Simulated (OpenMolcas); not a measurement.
Lines of Ru²⁺: computed and rescaled rates

```
Program             : OpenMolcas 26.06
Method              : MS-RASPT2, IPEA 0.25 Eh, imaginary shift 0.1 Eh (closed shells correlated: 4s)
Basis               : ANO-RCC-VQZP [8s7p5d3f2g1h]
Scalar Hamiltonian  : DKH2, point nucleus
Active space        : 12 electrons in 8 orbitals (RAS1 4p, at most 2 holes; RAS2 4d)
State averaging     : 2S+1 = 5 even, 5 roots; 2S+1 = 3 even, 45 roots; 2S+1 = 1 even, 49 roots
Spin-orbit coupling : RASSI with atomic mean-field integrals over the reference wave functions, term energies averaged over their components
```

Rates come from the transition moments of the reference wave functions (E1 and E2 in the length form). At fixed line strength A goes as λ^-3 for E1 and M1 and as λ^-5 for E2, so a rate at the computed wavelength can be rescaled to the measured one. Measured vacuum wavelengths follow from level energies in Moore, Atomic Energy Levels, vol. III, NSRDS-NBS 35 (1971 reprint of NBS Circular 467, 1958). Branching counts decays inside the model space alone, at computed energies, and the table is only a selection of the M1 lines, drawn from those between levels with measured partners whose computed energy lies within a factor of 1.5 of the measured one.

```
  Upper    Lower  Type  λ computed (nm)  λ measured (nm)  A computed (s-1)  A rescaled (s-1)  Branching %
4d6 5D3  4d6 5D4    M1             8465             8630          5.70e-02          5.38e-02        100.0
4d6 5D2  4d6 5D3    M1            14380            14980          2.15e-02          1.90e-02        100.0
4d6 5D1  4d6 5D2    M1            22030            22730          8.71e-03          7.93e-03        100.0
4d6 5D0  4d6 5D1    M1            45960            47690          1.65e-03          1.48e-03        100.0
```

The largest correction is for 4d6 5D2 → 4d6 5D3 (M1): 2.15e-02 × (14380 / 14980)^3 = 1.90e-02 s-1, a factor of 0.88.

The computed rate and branching of 4d6 5D3 → 4d6 5D4 give the upper level a radiative lifetime of 1.000 / 5.70e-02 s-1 = 1.75e+01 s, counting decays inside the model space alone. The rescaled rate gives about 1.9e+01 s.

These are rates of the free ion; in crystals, glasses and complexes forced electric-dipole and non-radiative decay shorten such lifetimes by orders of magnitude. No measured rate stands beside these. Rescaling mends the energy factor alone: line strengths can still be far off where a level mixes with configurations outside the active space, and weak or spin-changing lines hang on small mixing coefficients that depend on the term gaps too, so rescaling need not improve them.

Term energies are means over components that CASPT2 splits; among the terms shown or strongly mixed into the levels shown the widest spread is 20 cm-1 (4d6 5D). Active for correlation alone: 4p; no level in the range computed is led by a configuration that opens it, so any true level of that kind is missing. Measured partners are found by configuration, term and J. A level has none where our copy of the source lacks it or the pairing is in doubt (some pairs that miss far off the trend of their configuration count as doubtful). Only configurations of the active space appear.
